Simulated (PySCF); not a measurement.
SeS: energy against distance

Set-up: basis Se def2-TZVPP, S def2-TZVPP; no relativity; PySCF 2.14. Energies in eV from Se + S in their ground configurations at the same level. State: ³Σ⁻ (triplet), unpaired electrons π ↑↑.

```csv
R (Å),r²SCAN
1.747,-2.457
1.828,-3.459
1.909,-4.013
1.970,-4.216
2.031,-4.284
2.092,-4.249
2.173,-4.088
2.275,-3.762
2.397,-3.270
2.559,-2.549
```

Q: Put a parabola through the three lowest points of the r²SCAN curve and estimate Re, k and ωe (reduced mass 22.84 u; 1 eV/Å² = 0.16022 mdyn/Å; ωe = 1302.8·√(k/μ) cm⁻¹).

A: Through R = 1.97, 2.031, 2.092 Å the second-order coefficient is 13.8 eV/Å², so Re ≈ 2.041 Å, k ≈ 4.43 mdyn/Å and ωe ≈ 574 cm⁻¹. A polynomial fit of higher order to the unrounded r²SCAN energies gives Re = 2.038 Å, k = 4.25 mdyn/Å, ωe = 562 cm⁻¹; anharmonicity and rounding make the difference.

The higher-order fit for each curve: r²SCAN: Re = 2.038 Å, ωe = 562 cm⁻¹, De = 4.28 eV.

Spin–orbit coupling is left out. The state is the lowest determinant that a PBE0 search found; another state may lie lower at other levels.
